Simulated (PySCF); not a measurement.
Te⁺ (tellurium, charge +1) across methods

[Kr] 4d10 5s2 5p3, high-spin 4S determinant. Computed with PySCF 2.14 in aug-cc-pwCVDZ-PP with ECP28MDF (6s5p4d1f, 48 functions), with a scalar-relativistic core potential.

| method | E (hartree) | mean ε 5s α (eV) | mean ε 5s β (eV) | mean ε 5p α (eV) | Σ⟨r²⟩ (bohr²) | ⟨S²⟩ |
| --- | --- | --- | --- | --- | --- | --- |
| BP86 | -267.7785 | -24.460 | -22.408 | -14.605 | 47.12 | 3.751 |
| M06 | -267.7190 | -25.831 | -23.814 | -15.466 | 47.23 | 3.750 |
| LDA | -267.2497 | -24.552 | -22.679 | -14.605 | 47.18 | 3.750 |
| M06-L | -267.8208 | -24.575 | -22.139 | -14.501 | 47.32 | 3.751 |
| UHF | -266.71586 | -31.784 | -24.629 | -18.832 | 47.70 | 3.752 |
| PBE0 | -267.6690 | -26.450 | -23.117 | -15.798 | 47.13 | 3.751 |
| wB97M-V | -267.6332 | -29.083 | -25.443 | -17.874 | 47.23 | 3.751 |
| r2SCAN | -267.7614 | -25.212 | -22.117 | -15.003 | 47.03 | 3.751 |
| PBE | -267.6477 | -24.360 | -22.163 | -14.538 | 47.18 | 3.751 |

Energies and moments cover only the electrons outside the core potential.
